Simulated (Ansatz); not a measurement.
Species: CH3AlBr2O (charge 0, singlet). 
Structure (B3LYP-D3(BJ)/def2-TZVP (Ansatz, an electronic-structure program) minimum search):
```
O
C 1 1.4129
H 2 1.0921 1 109.41
H 2 1.0921 3 108.51 1 -119.31
H 2 1.0938 3 108.68 4 -118.03
Al 1 1.6686 2 135.92 3 120.62
Br 6 2.2378 1 118.99 2 -180.00
Br 6 2.2496 1 120.30 2 0.00
```
Charge 0, spin multiplicity 1.

Basis-set convergence of Hartree-Fock and MP2 correlation energies (hartree) with Ansatz. Correlated levels leave the core frozen unless marked. Spin-orbit coupling is left out. The frozen core is the preceding noble-gas configuration, with the filled d and f shells of earlier blocks. No relativistic terms.

```csv
basis,functions,E(HF),"E(corr, MP2)"
def2-SVP,125,-5500.62922,-0.61472
def2-TZVPP,242,-5501.48443,-0.79498
def2-QZVPP,452,-5501.59569,-0.86731
```

Extrapolating the two largest sets (X = 3 and 4) as X^-3: E(corr) = (64·(-0.86731) - 27·(-0.79498))/37 = -0.9201 Eh, an estimate of the basis-set limit. The largest set recovers 94.3 % of it, the smallest 66.8 %.
